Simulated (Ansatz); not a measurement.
Stepwise reaction of `C[SiH2]S[SiH](C)Cl` with hydrogen chloride, as a gas-phase model of exchange steps in deposition or etching. ΔE in kJ/mol.

Calculated with Ansatz (gas phase, PBE0-D4/def2-TZVP geometries, no zero-point term in ΔE). CBS: MP2 limit from def2 TZ/QZ plus the TZ coupled-cluster correction, frozen cores. This one scheme is used for every species. DFT in def2-TZVPP. B3LYP here is the variant with VWN-RPA as its local correlation; programs differ in this. Each species was taken in one conformer, which may not be the lowest.

| step | reaction | PBE-D4 | B3LYP-D4 | ωB97M-V | CCSD(T)/CBS |
| --- | --- | --- | --- | --- | --- |
| 1 | `C[SiH2]S[SiH](C)Cl` + HCl → `C[SiH](Cl)S[SiH2]Cl` + CH₄ | -96.5 | -100.8 | -98.6 | -97.9 |
| 2 | `C[SiH](Cl)S[SiH2]Cl` + HCl → `Cl[SiH2]S[SiH](Cl)Cl` + CH₄ | -88.9 | -92.1 | -88.7 | -87.7 |

(1) By hand: ΔE of the 2 steps together at CCSD(T)/CBS.

Results:

(1) (-97.9) + (-87.7) = -185.6 kJ/mol, or -92.8 kJ/mol a step.

In ΔE each step is higher than the one before. All are downhill at CCSD(T)/CBS. PBE-D4 differs from CCSD(T)/CBS by -1.2 to 1.4 kJ/mol a step. Isolated molecules leave out the surface, adducts and barriers. Largest T1 diagnostic: 0.010.
